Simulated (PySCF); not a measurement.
**Orbital picture of TlSi⁺**

M06-2X at R = 3.221 Å; PySCF, scalar-relativistic core potentials, basis sets Tl def2-SVP with ECP60, Si def2-SVP. State: ³Π (triplet), unpaired electrons σ ↑, π ↑. Only the outer orbitals are listed, counted within each symmetry, core potentials removing the inner ones.

```tsv
spin	orbital	occ.	ε (eV)	on Tl (%)	main shells (%)
α	7σ	1	-19.17	15	84 Si s, 13 Tl s
α	8σ	1	-16.94	83	83 Tl s, 14 Si s
α	9σ	1	-11.41	23	76 Si p, 18 Tl p
α	4π	1	-11.15	5	95 Si p
α	4π	0	-7.38	17	83 Si p, 16 Tl p
α	5π	0	-5.75	96	96 Tl p
α	5π	0	-5.66	84	84 Tl p, 16 Si p
β	7σ	1	-17.62	48	50 Si s, 47 Tl s
β	8σ	1	-16.09	52	52 Tl s, 48 Si s
β	4π	0	-7.15	28	72 Si p, 28 Tl p
β	9σ	0	-7.14	41	57 Si p, 40 Tl p
β	4π	0	-6.81	46	54 Si p, 46 Tl p
```

Q: Which are the highest filled and the lowest empty level, where do they sit, and how wide is the gap?

A: Highest filled α 4π at -11.15 eV (in %: 95 Si p); lowest empty α 4π at -7.38 eV (in %: 83 Si p, 16 Tl p); the gap at M06-2X is 3.77 eV. Both belong to one degenerate shell, split only by its one-sided filling, so this is no excitation gap.

```
bond order (Mayer)                                                                                                 : 0.46
⟨S²⟩                                                                                                               : 2.005
charge on Tl (Mulliken, basis-dependent)                                                                           : 0.75
charge on Tl (Löwdin, basis-dependent)                                                                             : 0.64
dipole moment (positive dipole points towards Si; it is taken about the centre of mass and depends on that origin) : 2.39 D
```

These are scalar-relativistic numbers at best; spin–orbit coupling would shift them, the dissociation energy most. The state is the lowest determinant that a PBE0 search found; another state may lie lower at other levels.
